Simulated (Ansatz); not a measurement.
Energy difference R1 + R2 → P1 + P2, each structure at its B3LYP-D3(BJ)/def2-TZVP stationary point, reached from a drawn start (curvature not checked).
P1: Cl atom, charge 0, multiplicity 2.
P2: H2O (SMILES O), charge 0, multiplicity 1.
R1: OH (SMILES [OH]), charge 0, multiplicity 2.
R2: HCl (SMILES Cl), charge 0, multiplicity 1.

P less R. No zero-point or thermal terms; singlets are restricted closed shells; open shells are unrestricted; no spin–orbit coupling.

Cores are frozen in the correlated methods.

Run with Ansatz (Gaussian orbitals). No computed number here is a measurement.

Total energies in hartree:

| structure | PBE/def2-TZVPP | r2SCAN/def2-TZVPP | CCSD(T)/cc-pV(Q+d)Z |
|---|---|---|---|
| P1 | -459.958430 | -460.116931 | -459.694492 |
| P2 | -76.380147 | -76.423173 | -76.359711 |
| R1 | -75.683357 | -75.730575 | -75.661589 |
| R2 | -460.627411 | -460.785863 | -460.363836 |

Question: Work out the reaction energy at each level in eV (1 hartree = 27.21139 eV), and say how far PBE/def2-TZVPP lies from CCSD(T)/cc-pV(Q+d)Z.

Answer: 
- PBE/def2-TZVPP: (-459.958430) + (-76.380147) − (-75.683357) − (-460.627411) = -0.027809 hartree = -0.757 eV
- r2SCAN/def2-TZVPP: (-460.116931) + (-76.423173) − (-75.730575) − (-460.785863) = -0.023666 hartree = -0.644 eV
- CCSD(T)/cc-pV(Q+d)Z: (-459.694492) + (-76.359711) − (-75.661589) − (-460.363836) = -0.028778 hartree = -0.783 eV
PBE/def2-TZVPP less CCSD(T)/cc-pV(Q+d)Z: 0.026 eV. CCSD(T)/cc-pV(Q+d)Z is the level counted from, the highest shown, and no exact or measured value.

Ansatz is a first-principles code.
